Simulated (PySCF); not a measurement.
# Simulated characterisation data

Level of theory: geometry: GFN2-xTB, shielding tensors at PBE0/pcSseg-1 (GIAO), in PySCF 2.14 (fast rotation and ring inversion assumed for equivalent nuclei, single conformer, in vacuum, relativity neglected).

References, each an isolated molecule treated in the same way: TMS for 1H (31.72 ppm), 13C (186.93 ppm). Splittings of carbon signals by F and P are missing where no couplings were computed. Where no couplings were computed, multiplicities follow the n + 1 count of equivalent neighbours, and m marks all less simple cases (inequivalent or close neighbours, rings, F or P nearby). Shifts are as computed. Against solution values, carbons near 30 ppm lie about +3 ppm off and those near 130 ppm about +5 ppm. Of 1211 compounds with measured shifts, 218 miss one by over three times the rms of a fit or turn the order of signals round; such compounds aren't used in these exercises.

Compound 1 (C$_{5}$H$_{5}$FO$_{2}$). 1H NMR (600 MHz, computed): δ 10.11 (m, 1H), 4.69 (m, 2H), 3.13 (m, 2H). 13C{1H} NMR (computed): δ 183.4, 180.4, 95.2, 70.4, 29.4. Structure: SMILES FC1=C(C=O)CCO1.

Compound 2 (C$_{6}$H$_{13}$N$_{3}$Si). 1H NMR (600 MHz, computed): δ 7.80 (s, 1H), 2.58 (s, 3H), 0.46 (s, 9H). 13C{1H} NMR (computed): δ 162.4 (C), 156.9 (CH), 15.9 (CH3), 0.4 (CH3). Structure: SMILES Cc1ncnn1[Si](C)(C)C.
